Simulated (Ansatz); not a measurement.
Born–Oppenheimer molecular dynamics of GeH4O (6 atoms, charge 0, multiplicity 1). It starts at the highest image of a converged band. Of that band: Beside the main top the profile has a ripple of under 15 meV (maxima at images 1, 6), which may be a very shallow well or noise. A vibrational analysis at the climbing image gives one clearly imaginary mode, 1457i cm⁻¹: a first-order saddle point.

Computed with Ansatz, RKS B3LYP-D4/def2-SVPD.

- ensemble: NVE (velocity Verlet)
- time step: 0.5 fs
- steps asked: 200
- starting velocities drawn for: 300 K
- seed: 4210

First frame:

```xyz
6
Properties=species:S:1:pos:R:3
Ge 0.179 0.028 -0.371
O 0.738 0.206 1.611
H 0.630 -0.624 2.101
H 1.554 -0.025 0.509
H -0.700 1.293 -0.571
H -0.828 -1.161 -0.354
```

How far do the bonds stretch over the last three quarters of this one trajectory? (Pairs bonded in most of those frames.)


```tsv
bond	mean (Å)	spread (Å)	shortest	longest
Ge1–O2	1.856	0.180	1.62	2.13
Ge1–H4	1.587	0.118	1.40	1.79
Ge1–H5	1.559	0.019	1.53	1.62
Ge1–H6	1.595	0.070	1.47	1.71
O2–H3	0.966	0.008	0.95	0.98
```

Mean temperature of the second half: 2433 K. The conserved energy stayed within 0.55 meV per atom of its start (net change -0.33 meV per atom), so the integration is sound. The kinetic energy rose, since the run started high on the potential surface and went downhill. A run of 0.1 ps of so small a system gives no equilibrium averages. The orbitals stay closed-shell, which can raise the energy where a bond breaks towards radicals; this wasn't checked here.

Run time: 5.3 min on 2 threads of Arm Neoverse V1 (shared host), peak memory 0.18 GiB.
